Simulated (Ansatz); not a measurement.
Worked example: C2H3BrF2 → C2H2BrF + HF

Species: C2H3BrF2 `FCC(F)Br`, singlet; C2H2BrF `C=C(F)Br`, singlet; HF (hydrogen fluoride), singlet. 

Shapes, held fixed at every level: PBE0-D4/def2-TZVP. Flexible molecules stand in one conformer, not always the lowest. Programs: Ansatz 0.2.0. Electronic energies: no zero-point or thermal term.

At CCSD(T)/def2-TZVPP; 1 Eh = 2625.50 kJ/mol:

```
 species   energy (Eh)
C2H3BrF2  -2850.047770
 C2H2BrF  -2749.682253
      HF   -100.344537
```

Task: Work out ΔE of the reaction at this level.

Result: 
1. Products less reactants: (-2749.682253) + (-100.344537) − [(-2850.047770)] = 0.020980 Eh = +55.1 kJ/mol.

Other levels give +53.6 (B2PLYP/def2-TZVPP) to +76.0 kJ/mol (wB97X-V/def2-TZVPP). No measured value is set beside it here. Relativity is left out for Br unless named. Correlated rows may include outer-core shells of Br, which these sets cover unevenly.
